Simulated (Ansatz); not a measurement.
The lowest singlet and triplet of CH3N (SMILES [CH]N); geometries from B3LYP-D3(BJ)/def2-TZVP, each state relaxed from the structure named, with no frequency check.
Singlet at the triplet's geometry (charge 0, multiplicity 1):
```csv
atom,x (Å),y (Å),z (Å)
C,0.7213,-0.1471,0.2783
N,-0.5394,0.1046,-0.1843
H,1.6271,-0.1137,-0.3276
H,-0.9956,0.9423,0.1590
H,-1.1833,-0.6781,-0.2110
```

A positive gap puts the triplet lower; no zero-point energy. R- takes a restricted singlet. U- takes an unrestricted singlet (broken symmetry where lower, unprojected). The triplet is unrestricted in single-reference levels. Active spaces average the two states.

Cores are frozen in the correlated methods.

The values were computed with Ansatz (Gaussian basis) for Hartree–Fock, density functionals and correlated methods. 

| level | gap E(singlet) − E(triplet), vertical, at the triplet's geometry (kcal/mol) |
|---|---|
| R-r2SCAN/def2-TZVPP | 46.25 |
| U-r2SCAN/def2-TZVPP (spin-contaminated) | 9.80 |
| U-B3LYP/def2-TZVPP (spin-contaminated) | 9.02 |
| R-MP2/cc-pVTZ | 38.71 |
| R-SCS-MP2/cc-pVTZ | 33.63 |
| R-CCSDT/cc-pVDZ | 32.76 |
| SA-CASSCF(2,2)/cc-pVQZ | 29.81 |
| FIC-NEVPT4(SD) on SA-CASSCF(2,2)/cc-pVDZ | 32.44 |
| FIC-MRCISD+Q on SA-CASSCF(2,2)/cc-pVTZ | ___ |

**Question.** Complete the blanks.

**Answer.** 
- FIC-MRCISD+Q on SA-CASSCF(2,2)/cc-pVTZ, gap E(singlet) − E(triplet), vertical, at the triplet's geometry (kcal/mol): 28.59

Doubts at one or more of the structures used: a restricted determinant that unrestricted orbitals would lower (R-r2SCAN/def2-TZVPP, R-MP2/cc-pVTZ, R-SCS-MP2/cc-pVTZ, R-CCSDT/cc-pVDZ); other coupled-cluster roots lie near (R-CCSDT/cc-pVDZ).

Ansatz is a first-principles code.
